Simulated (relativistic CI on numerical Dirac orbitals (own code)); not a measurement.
Hyperfine structure of Pm25+, mass number 147

Method of calculation: Dirac-Coulomb-Breit CI, KLI orbitals optimised for each configuration, model QED, unscaled Slater integrals (own radial code, finite nucleus).

CI space (outside the closed core [Ar] 3d10): 4s²4p⁶, 4s²4p⁵4d, 4s4p⁶4d, 4s²4p⁵4f, 4s4p⁶4f, 4s²4p⁵5s, 4s²4p⁵5p, 4p⁶4d4f, 4p⁶4d², 4p⁵4d³, 4p⁵4d²4f, 4p⁵4d²5s, 4p⁵4d²5p, 4p⁶4f², 4p⁵4d4f², 4p⁵4f³, 4p⁵4f²5s, 4p⁵4f²5p. Double excitations out of closed p, d and f shells are left out; levels of such configurations are missing from the list, as are those of other unlisted configurations, and high levels can miss mixing partners.

Nuclear spin I = 7/2, μ = 2.58 μN, Q = 0.74 b (tables of Stone and Pyykkö). The electronic factors are computed for point nuclear moments, without core polarisation or the Bohr-Weisskopf and QED corrections.

```csv
Level,E (cm⁻¹),A (MHz),B (MHz)
4s²4p⁵4d ³P°1,854795,8592,7550
4s²4p⁵4d ³F°3,878606,13100,-30000
4s²4p⁵4d ³D°2,885712,12100,-3770
4s²4p⁵4d ³F°4,907891,8835,-27800
4s²4p⁵4d ³D°3,958129,7666,12600
4s²4p⁵4d ³D°1,1028770,-5647,5250
4s²4p⁵4d ³F°2,1122224,37340,11400
4s²4p⁵4d ¹P°1,1294471,-18820,243
```

Levels with J = 0, under 50 % of one LS term, or S terms without an open s electron are left out. Small factors come from cancelling terms and can be off by tens of per cent or more.

At this charge energies of transitions that change n are usually good to better than 1 %, and those within a shell (Δn = 0) to a few per cent.

Q: Give the hyperfine levels of 4s²4p⁵4d ³F°3 relative to its centre of gravity.

A: With K = F(F + 1) − I(I + 1) − J(J + 1), E = AK/2 + B[¾K(K + 1) − I(I + 1)J(J + 1)]/[2I(2I − 1)J(2J − 1)]: F = 1/2: -192900, F = 3/2: -167900, F = 5/2: -127600, F = 7/2: -74310, F = 9/2: -10870, F = 11/2: 58820, F = 13/2: 130000 MHz.

LS names give the leading component of a level, which can be under half, so a name can repeat, a term be missing and a line seem to break the LS rules.
